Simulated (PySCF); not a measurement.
**Working out the excitation energy of F+**

F+ [He] 2s2 2p4 (3P) → F+ [He] 2s2 2p3 3s1 (5S). Computed with PySCF 2.14 in aug-cc-pVTZ-DK, with scalar relativity by spin-free X2C-1e. Frozen: 1s2. Energies in hartree (1 hartree = 27.21139 eV):

```tsv
part	F+ (lower)	F+ (upper)
UHF	-98.918188	-98.156320
MP2 opposite-spin	-0.109836	-0.075599
MP2 same-spin	-0.035273	-0.034348
```

Q: What does Hartree-Fock give?

A: (-98.156320) − (-98.918188) = 0.761868 hartree = 20.731 eV.

Q: What do MP2 and SCS-MP2 (6/5 opposite-spin, 1/3 same-spin) give?

A: The opposite-spin parts differ by 0.932 eV and the same-spin parts by 0.025 eV. MP2: 20.731 + (0.932) + (0.025) = 21.688 eV. SCS-MP2: 20.731 + 1.2 × (0.932) + (0.025)/3 = 21.858 eV.

Measured between the centres of the two terms (NIST): 21.862 eV, so MP2 (valence) is off by -0.174 eV.

What remains against the reference includes basis incompleteness, the frozen core and correlation beyond second order.
